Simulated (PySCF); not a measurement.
Spin states of AlTl

Unrestricted PBE0; basis Al cc-pV(D+d)Z, Tl cc-pVDZ-PP with ECP60; scalar-relativistic core potentials; PySCF 2.14. Outer shells of the fragments: Al 3s2 3p1; Tl 5d10 6s2 6p1.

Followed along the bond (rough minima from three points):

```tsv
2Ms+1	unpaired	⟨S²⟩ at the start	R at minimum (Å)	Te (eV)
3	σ ↑, π ↑	2.01	2.93	0.00
3	π ↑↑	2.01	2.67	0.15
1	π ↑↓	1.01	2.68	0.32
1	none	0.00	3.25	0.44
1	none	0.00	2.71	0.83
```

Solutions found at the starting distance of 2.625 Å, counted from the lowest of them; the search is not exhaustive and high or unbound solutions are not listed, so other states can lie among these:

```
2Ms+1    unpaired   term  E (eV)  ⟨S²⟩  ⟨Lz²⟩  μ (D)
    3        π ↑↑    ³Σ⁻    0.00  2.01   0.00   0.76
    3    σ ↑, π ↑     ³Π    0.03  2.01   1.00   0.62
    1        π ↑↓  mixed    0.17  1.01   2.02   0.76
    1    σ ↑, π ↓  mixed    0.17  1.02   1.00   0.60
    1        none  mixed    0.70  0.00   2.00   0.53
    1        none    ¹Σ⁺    0.97  0.00   0.00   0.43
    3        π ↑↑  mixed    1.93  2.01   2.01  -0.18
    3  σ ↑↑, π ↑↓  mixed    3.07  3.01   2.01   0.43
    3    σ ↑, π ↑  mixed    3.70  2.31   1.01   0.68
```

A term symbol is given only where ⟨S²⟩ and ⟨Lz²⟩ are close to those of a pure state; real π, δ and φ orbitals otherwise mix terms. A positive dipole means Al(−)Tl(+).

Problem. Compare the gap between the two lowest followed solutions at the starting distance with the gap between their minima.

Solution. At PBE0 the second solution (triplet, unpaired electrons π ↑↑) lies -0.03 eV from the first (triplet, unpaired electrons σ ↑, π ↑) at 2.625 Å and +0.15 eV at the minima; the two curves relax by different amounts, since their minima lie near 2.67 and 2.93 Å.

Spin–orbit coupling is left out, which matters for elements this heavy, above all for dissociation energies.
